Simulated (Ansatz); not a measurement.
Abridged output of a molecular run in Ansatz:

```
Functional definition: HF
1036 factors; integrals over basis functions are off by at most 7.7e-4 eV
mean field evaluation 1: about -51441.6502 eV, gradient 3.7e1 eV
mean field evaluation 2: about -51441.6973 eV, gradient 3.7e1 eV
mean field evaluation 4: about -51444.8523 eV, gradient 2.5e0 eV
mean field evaluation 8: about -51444.8857 eV, gradient 1.6e-1 eV
mean field -51444.88576757 eV, -1890.5646813622 hartree, gradient 1.2e-6 eV, S^2 0.000000; 0 other end points of the search recorded, 0 dependent functions left out
23 core orbitals not correlated: weight in the atoms' cores, before any rotation towards them, 1.000 or more for the frozen orbitals, at most 0.000 for the correlated occupied ones
reference -51444.88576757 eV, -1890.5646813622 hartree; 21, 21 occupied and 70, 70 virtual orbitals, 1036 factors
second order -25.14696845 eV of doubles, -0.00000000 eV of singles
cycle   1  -25.76827794 eV  change   -6.2e-1 eV  update   1.1e-1
cycle   2  -26.26153451 eV  change   -4.9e-1 eV  update   3.1e-2
cycle   3  -26.38355681 eV  change   -1.2e-1 eV  update   1.7e-2
cycle   4  -26.37824192 eV  change    5.3e-3 eV  update   3.8e-3
cycle   5  -26.37518215 eV  change    3.1e-3 eV  update   1.5e-3
cycle   6  -26.37519169 eV  change   -9.5e-6 eV  update   4.4e-4
cycle   7  -26.37510478 eV  change    8.7e-5 eV  update   1.1e-4
cycle   8  -26.37507791 eV  change    2.7e-5 eV  update   3.8e-5
perturbative correction -0.57080117 eV, -0.0209765560 hartree
Total energy: -51471.83164664 eV, -1891.5549241536 hartree
```

Its atoms:

Z-matrix (Å, degrees):
```
Si
Cl 1 2.032
B 1 2.031 2 111.0
Cl 1 2.036 2 109.2 3 120.6
Cl 1 2.037 2 109.1 3 -120.3
F 3 1.313 1 120.2 2 177.4
F 3 1.312 1 121.8 2 -2.8
```

Question: Which basis set was used?
A. def2-SVP
B. cc-pV(T+d)Z
C. def2-SVPD
D. def2-TZVPPD

Answer: A. It gives 114 functions.

Question: Write the keys of the input that set method, charge and spin (a neutral closed shell needs none for the last two).

Answer: 
```yaml
correlation: {method: ccsd_t}
```
